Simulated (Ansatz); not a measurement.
CH$_{8}$O$_{4}$Si$_{2}$, SMILES `C[SiH](O)O[SiH](O)O`. Charge 0, multiplicity 1.

```xyz
15

C    -0.943   -0.224   -1.865
Si    0.697   -0.601   -1.082
O     1.085   -2.191   -1.181
O     0.644   -0.153    0.494
Si    0.385    1.029    1.578
O    -0.992    1.859    1.299
O     0.253    0.345    3.058
H    -1.748   -0.788   -1.385
H    -0.937   -0.476   -2.929
H    -1.178    0.839   -1.763
H     1.817    0.098   -1.752
H     0.442   -2.833   -0.879
H     1.483    2.008    1.489
H    -1.799    1.515    1.685
H     0.790   -0.428    3.233
```

**Question.** What are the harmonic wavenumbers in cm⁻¹ at PBE0-D4/def2-TZVP (Ansatz, finite differences of forces, unscaled)? (An estimate is asked.)

**Answer.** Ansatz gave: 20, 32, 58, 160, 168, 182, 204, 225, 270, 306, 324, 344, 399, 606, 679, 730, 759, 782, 808, 831, 841, 875, 894, 906, 927, 952, 982, 1114, 1282, 1446, 1447, 2252, 2286, 3047, 3128, 3139, 3921, 3927, 3930.

**Question.** Is this a minimum?

**Answer.** Yes, all 39 modes are real.

**Question.** Give the ideal-gas thermochemistry at 298.15 K and 1 bar (rigid rotor, harmonic oscillator; point group C1, symmetry number 1).

**Answer.** Zero-point energy 270.3 kJ/mol; H(298) − E = 302.6 kJ/mol; entropy 449.9 J/(mol·K), of which translation 170.5, rotation 122.1, vibration 157.3; G(298) − E = 168.5 kJ/mol. Modes under 100 cm⁻¹ are hindered rotations or soft bends, so the harmonic entropy is rough.

**Question.** Rotational constants (cm⁻¹)?

**Answer.** 0.1061, 0.0336, 0.02789.
